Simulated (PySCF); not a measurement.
Species: C5H5F3.
Atom-mapped SMILES: `[CH3:1][C:2]#[C:3][CH2:4][C:5]([F:6])([F:7])[F:8]` (hydrogens: H9, H10, H11 on C1; H12, H13 on C4)

The same species was optimised twice, with GFN2-xTB and with PBE0-D3(BJ)/def2-SVP (PySCF), and the same property calculations (PySCF, gas phase) were run on both structures.

```
     coordinate  GFN2-xTB  PBE0-D3(BJ)/def2-SVP  change
      C2≡C3 (Å)     1.198                 1.211  +0.013
      C1–C2 (Å)     1.444                 1.453  +0.009
      C5–F6 (Å)     1.346                 1.338  -0.008
      C5–F7 (Å)     1.340                 1.333  -0.007
      C5–F8 (Å)     1.340                 1.333  -0.007
      C4–C5 (Å)     1.520                 1.515  -0.005
      C3–C4 (Å)     1.452                 1.454  +0.002
   C3–C4–C5 (°)     110.4                 113.4    +3.0
   C2–C3–C4 (°)     177.6                 179.9    +2.3
   C4–C5–F6 (°)     111.4                 109.9    -1.5
   F6–C5–F7 (°)     106.3                 107.6    +1.3
   F6–C5–F8 (°)     106.4                 107.6    +1.2
   F7–C5–F8 (°)     106.8                 107.8    +1.0
   C4–C5–F7 (°)     112.8                 111.8    -1.0
   C4–C5–F8 (°)     112.8                 111.9    -0.9
C3–C4–C5–F6 (°)       180                   180       0
```

Rotational constants: A = 4781, B = 1002, C = 979.9 MHz (GFN2-xTB) against A = 4846, B = 969.8, C = 951.9 MHz (PBE0-D3(BJ)/def2-SVP).

On the GFN2-xTB structure: isotropic polarisability (au) 61.8 [CAM-B3LYP/def2-SVPD]; HOMO (eV) -9.14 [CAM-B3LYP/def2-SVPD]; LUMO (eV) 1.12 [CAM-B3LYP/def2-SVPD]; dipole (D) 2.71 [CAM-B3LYP/def2-SVPD]; HOMO (eV) -7.73 [PBE0/pcSseg-1]; LUMO (eV) 0.99 [PBE0/pcSseg-1]; dipole (D) 2.56 [PBE0/pcSseg-1]; GIAO shielding of C1 (ppm) 182.4 [PBE0/pcSseg-1]; GIAO shielding of C2 (ppm) 98.2 [PBE0/pcSseg-1]; GIAO shielding of C3 (ppm) 112.0 [PBE0/pcSseg-1]; GIAO shielding of C4 (ppm) 157.5 [PBE0/pcSseg-1]; GIAO shielding of C5 (ppm) 52.4 [PBE0/pcSseg-1]; GIAO shielding of F6/F7/F8 (mean) (ppm) 251.8 [PBE0/pcSseg-1].

What do these properties become on the PBE0-D3(BJ)/def2-SVP structure?

```csv
property,level,on GFN2-xTB,on PBE0-D3(BJ)/def2-SVP,change
isotropic polarisability (au),CAM-B3LYP/def2-SVPD,61.8,62.8,+1.0
HOMO (eV),CAM-B3LYP/def2-SVPD,-9.14,-9.08,+0.06
LUMO (eV),CAM-B3LYP/def2-SVPD,1.12,1.11,-0.01
dipole (D),CAM-B3LYP/def2-SVPD,2.71,2.58,-0.13
"energy, GFN2-xTB geometry as zero (kcal/mol)",CAM-B3LYP/def2-SVPD,0.0,-0.8,-0.8
HOMO (eV),PBE0/pcSseg-1,-7.73,-7.68,+0.05
LUMO (eV),PBE0/pcSseg-1,0.99,0.85,-0.14
dipole (D),PBE0/pcSseg-1,2.56,2.42,-0.14
"energy, GFN2-xTB geometry as zero (kcal/mol)",PBE0/pcSseg-1,0.0,-0.5,-0.5
GIAO shielding of C1 (ppm),PBE0/pcSseg-1,182.4,179.8,-2.6
GIAO shielding of C2 (ppm),PBE0/pcSseg-1,98.2,97.6,-0.6
GIAO shielding of C3 (ppm),PBE0/pcSseg-1,112.0,110.5,-1.5
GIAO shielding of C4 (ppm),PBE0/pcSseg-1,157.5,156.1,-1.4
GIAO shielding of C5 (ppm),PBE0/pcSseg-1,52.4,54.8,+2.4
GIAO shielding of F6/F7/F8 (mean) (ppm),PBE0/pcSseg-1,251.8,257.4,+5.6
```

The heavy atoms differ by 0.057 Å rms after alignment. Among bonds between heavy atoms C2≡C3 changes most (+0.013 Å). Changes are differences of the printed values. Neither structure is proved a minimum here.

Shape of the structure used: `[CH3:1][C:2]#[C:3][CH2:4][C:5]([F:6])([F:7])[F:8]`: C3–C4–C5–F6 180°.
